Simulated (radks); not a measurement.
Q: Ionisation ladder of carbon, from C to C5+. Each ion is in the ground configuration listed by NIST, and IE = E(next ion) - E(this ion), with E = 0 for the bare nucleus. All-electron calculation, scalar-relativistic Kohn-Sham, PBE, spin-unpolarised, spherical densities, point nucleus. Program: a radial shooting solver on a logarithmic mesh with Libxc functionals.

species  configuration  IE, Delta-SCF (eV)  <r> HOMO (bohr)
C         [He] 2s2 2p2                   ?             1.80
C+        [He] 2s2 2p1                   ?             1.50
C2+           [He] 2s2              48.194             1.36
C3+           [He] 2s1                   ?             1.28
C4+               [He]              399.51            0.268
C5+                1s1              481.03            0.254

Estimate the withheld Delta-SCF values.

A: C: 10.861 eV (NIST 11.260); C+: 24.156 eV (NIST 24.383); C3+: 63.884 eV (NIST 64.494).

Beside tabulated values, note that spin-unpolarised runs miss the spin-polarisation part of the exchange energy of open shells.
